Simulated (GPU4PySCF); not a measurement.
BCzBN core (C30H17BN2), SMILES c1cc2c3c(c1)-n1c4ccccc4c4cccc(c41)B3c1cccc3c4ccccc4n-2c13.

Geometry: ωB97X-D3(BJ)/def2-SVP.

Two levels are set side by side: PBE/def2-SVP (GPU4PySCF) and PBE0/def2-SVP (GPU4PySCF). Same geometry, gas phase. Differences are taken from unrounded values.

```tsv
quantity	PBE0
orbital gap (eV)	3.68
highest occupied level (eV)	-5.74
lowest empty level (eV)	-2.06
dipole moment (D)	0.88
mean polarisability (bohr³)	389.6
```

### Question
What does PBE give, and how far is it from PBE0? (The exact figures need the calculation; the answer reports its results.)

### Answer

```
quantity                       PBE  PBE minus PBE0
---------------------------  -----  --------------
orbital gap (eV)              2.22           -1.46
highest occupied level (eV)  -4.91            0.83
lowest empty level (eV)      -2.69           -0.63
dipole moment (D)             0.91            0.03
mean polarisability (bohr³)  410.0            20.4
```

PBE's occupied levels lie high since its potential decays too fast outside the molecule; exact exchange lowers them and widens the gap. PBE's more diffuse valence density responds more strongly to a field. Differences between two approximate levels are no errors against the true value.
